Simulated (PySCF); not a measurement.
**EPR parameters of [C4H6O2S]-**

C4H6O2S (charge -1 and doublet state).
Structure used (GFN2-xTB), in Å, numbered top down from 1:
```
atom  x, y, z in Å
C1    -2.0540    0.4491   -0.1320
C2    -0.9763   -0.5909   -0.0586
S3    -1.1054   -1.9302    0.9327
O4     0.1225   -0.3060   -0.7963
C5     1.4258   -0.5825   -0.2181
C6     1.9536    0.6916    0.3294
O7     2.9231    1.3216   -0.1240
H8    -2.9383    0.0959    0.3924
H9    -1.7145    1.3841    0.3258
H10   -2.3111    0.6660   -1.1721
H11    2.0553   -0.9587   -1.0285
H12    1.2799   -1.3577    0.5482
H13    1.3350    1.1182    1.1400
```

The hyperfine couplings belong to this conformer and change with its torsions.

As a line formula: `C[C]([S-])OCC=O` [radical] (charge -1).

Level of theory: UKS B3LYP, pcH-1 on C H O S, non-relativistic, mean-field spin-orbit, GIAO in PySCF. Whether the extra electron is bound in the gas phase wasn't checked; a finite basis holds it in any case. A GFN2-xTB geometry isn't a minimum of the functional, and hyperfine couplings can be far from their values at a DFT geometry, by a factor of two or more for some ions and for spin on atoms past the first row. No stability test was run, so a lower SCF solution isn't excluded.

```
g1, g2, g3   : 2.00191, 2.00470, 2.00772
g_iso        : 2.00478
Form of g    : rhombic: the two nearest values differ by 48 % of g3 − g1
⟨S²⟩         : 0.7572 (exact 0.7500)
Total energy : -704.68154 Eh
```

Isotropic coupling and dipolar principal values T1 to T3, in G; ρ(0) is the spin density at the nucleus (MHz turned into gauss with g_iso; 10 G = 1 mT):

```
atom  isotope  a_iso  of which spin–orbit     T1     T2    T3  Mulliken spin population  ρ(0) (bohr⁻³)
  C1      13C   -2.6                  0.0   -0.5   -0.2   0.7                     -0.04        -0.0065
  C2      13C   22.5                  0.0  -16.7  -16.2  32.9                      0.44         0.0560
  S3      33S    0.5                  0.0   -6.1   -5.4  11.5                      0.16         0.0044
  O4      17O  -31.0                  0.0   -5.2    0.5   4.7                     -0.01         0.1435
  C5      13C   10.5                  0.0   -1.6   -1.1   2.7                      0.04         0.0263
  C6      13C    6.1                  0.0   -6.3   -5.4  11.7                      0.20         0.0153
  O7      17O   -5.3                  0.0  -20.3   10.0  10.3                      0.15         0.0246
  H8       1H    0.5                  0.0   -1.1   -0.8   1.9                      0.00         0.0003
  H9       1H   17.3                  0.0   -1.1   -0.9   2.0                      0.05         0.0108
 H10       1H   14.2                  0.0   -1.1   -0.9   2.0                      0.01         0.0089
 H11       1H   -1.6                  0.0   -1.2   -0.1   1.3                      0.00        -0.0010
 H12       1H    6.3                  0.0   -1.6    0.6   0.9                      0.01         0.0039
 H13       1H   -5.3                  0.0   -2.4   -0.4   2.8                     -0.01        -0.0034
```

Largest spin populations (Mulliken): C2 (+0.44), C6 (+0.20), S3 (+0.16) and O7 (+0.15).

C2, the radical centre as drawn in `C[C]([S-])OCC=O`, holds a spin population of +0.44 out of 1.

Axes: g1 points within 15° of the C5–C6 bond and g3 points within 6° of the C2–O4 bond.

Under fast tumbling the dipolar parts average out, and these isotropic splittings remain: 3 × 1H (H8/H9/H10, I = 1/2, 4 lines) with 1.07 mT, 1 × 1H (H13, I = 1/2, 2 lines) with 0.53 mT and 2 × 1H (H11/H12, I = 1/2, 3 lines) with 0.23 mT.

Nuclei that the bonding pattern makes equivalent are averaged, as if the motion that swaps them (rotation, inversion, ring flip) were fast. The three 1H nuclei of mean +29.9 MHz run from 1.3 to 48.4 MHz in the frozen geometry. The 1H value of +6.5 MHz is a mean of couplings from -4.5 to 17.6 MHz in this one geometry, not an average over conformers.

The 13C coupling of C2 (63.1 MHz) shows only in satellite lines or after enrichment, since that isotope makes up about 1.07 % of natural carbon.

The 17O coupling of O4 (-86.9 MHz) shows only in satellite lines or after enrichment, since that isotope makes up about 0.038 % of natural oxygen.

On an Arm Neoverse V1 with one thread (shared host), this took 62 s of wall time (grids of density and orbitals included) and 0.94 GiB of memory at its peak.
